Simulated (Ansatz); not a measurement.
Coupled-cluster diagnostics for Cd₄ (the lowest singlet isomer of a short search), Ansatz.

Geometry of the singlet (B3LYP/def2-SVP):

Cartesian coordinates in Å:
```
Cd -0.5458 -1.4902 -1.4432
Cd -1.2896 1.7019 -0.2064
Cd 2.0334 0.6001 -0.3261
Cd -0.1981 -0.8118 1.9756
```

In the def2 sets Cd takes a core potential; there is no spin–orbit coupling. Correlated methods freeze no core orbitals; core or outer-core shells of Cd are correlated, in sets that lack core-valence functions. The structure comes from a short search, and lower isomers may exist.

(1) Estimate the CCSD(T) correlation energy, the shares of MP2 and (T), T1 and the reference's ⟨S²⟩ for: charge 0, singlet, own geometry in def2-SVP; and the rough time on 4 threads of Arm Neoverse V1 on a shared host.

Answers

(1) 
| state | basis | correlation (eV) | MP2 share (%) | (T) share (%) | T1 | ⟨S²⟩ (pure) | wall time |
| --- | --- | --- | --- | --- | --- | --- | --- |
| charge 0, singlet, own geometry | def2-SVP | -40.036 | 101.7 | 2.6 | 0.011 | 0.00 (0.00) | 91 s |
Customary marks for T1 are 0.02 (closed shells), 0.045 (open shells) and about 0.05 (3d metals). T1 stays under 0.02 throughout.
